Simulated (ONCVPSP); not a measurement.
# barium (Ba): ONCV pseudisation with PBE, scalar-relativistic reference atom.

```
Element                 : Ba (Z = 56)
Generator               : ONCVPSP 4.0.1
Type                    : optimised norm-conserving Vanderbilt (ONCV)
Functional              : PBE
Relativity              : scalar-relativistic
Frozen core             : [Kr] 4d10
Valence charge          : 10
Reference configuration : 5s2 5p6 6s2
Partial waves           : 5s+6s: rc 2.70 bohr, ncon 3, nbas 7, qcut 5.3 1/bohr, 2 projectors; 5p: rc 2.05 bohr, ncon 4, nbas 7, qcut 4.4 1/bohr, 2 projectors, debl 2 Ha; d scattering state at 0.25 Ha: rc 2.45 bohr, ncon 4, nbas 8, qcut 3.4 1/bohr, 1 projector
Local potential         : polynomial inside 1.80 bohr (lpopt 5, dvloc0 6 Ha)
Core correction         : none
```

In the d channel the program set the typed energies aside and used 0.050 Ha.

Poles of the logarithmic derivatives, all-electron (AE) and pseudo (PS). s: poles at -1.1, 2.4 (AE) and -1.1, 2.3 (PS) Ha. p: poles at 0.5 (AE) and 0.5 (PS) Ha. d: poles at 1.0 (AE) and 1.1 (PS) Ha. Test radii: s 2.74, p 2.08, d 2.49 bohr.

* Cutoffs needed: 10 Ha and 31 Ha (the cutoffs (Ha) at which the residual kinetic energy of the hardest occupied pseudo-wave falls to 1 and 0.1 mHa per electron)
* Ghost test: no bound ghost flagged; GHOST(+) flags only above 600 eV
* Largest excitation error: -81 meV (all-electron minus pseudo) for 5s1 5p6 6s2, out of 4 test configurations
